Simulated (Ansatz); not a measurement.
Relaxation of C2H6FSi (10 atoms, charge 1, multiplicity 1), to a largest force component of 0.015 eV/Å in at most 40 steps.

Theory: RHF/def2-SVPD in Ansatz.

```xyz
10
Properties=species:S:1:pos:R:3:forces:R:3
C 0.228 1.349 -0.048 0.14 -0.20 -0.01
C -0.565 0.031 0.064 0.27 0.55 -0.04
Si 0.389 -1.579 -0.020 -1.63 -0.13 0.20
F -0.566 -2.827 0.118 0.26 0.25 -0.04
H -0.464 2.183 0.020 -0.05 0.00 0.01
H 0.749 1.425 -0.997 0.08 0.05 -0.12
H 0.953 1.451 0.754 0.10 0.05 0.10
H -1.129 0.037 1.012 0.17 -0.46 -0.18
H -1.330 0.011 -0.730 0.21 -0.45 0.15
H 1.734 -2.083 -0.173 0.46 0.34 -0.06
```

**Question.** Where does it end, and by what steps?

**Answer.** The run converged. Limits of this set-up: the dipole of an ion depends on the origin. After 6 steps the energy has fallen by 0.133 eV; H10 moved furthest, 0.30 Å.

```
step  energy less start (eV)  largest force component (eV/Å)  accepted
   0                  0.0000                           1.634       yes
   1                 -0.1065                           0.424       yes
   2                 -0.1245                           0.194       yes
   3                 -0.1315                           0.082       yes
   4                 -0.1319                           0.133       yes
   5                 -0.1328                           0.031       yes
   6                 -0.1329                           0.003       yes
```

```xyz
10
Properties=species:S:1:pos:R:3
C 0.265 1.299 -0.051
C -0.614 0.039 0.070
Si 0.290 -1.550 -0.009
F -0.523 -2.879 0.115
H -0.373 2.177 0.007
H 0.795 1.335 -1.002
H 0.995 1.364 0.755
H -1.177 0.016 1.011
H -1.376 -0.011 -0.717
H 1.719 -1.788 -0.179
```

Whether the end is a true minimum wasn't checked by a vibrational analysis.

The run took 16 s on 2 threads of Arm Neoverse V1, with other jobs on the host, peak memory 0.31 GiB.
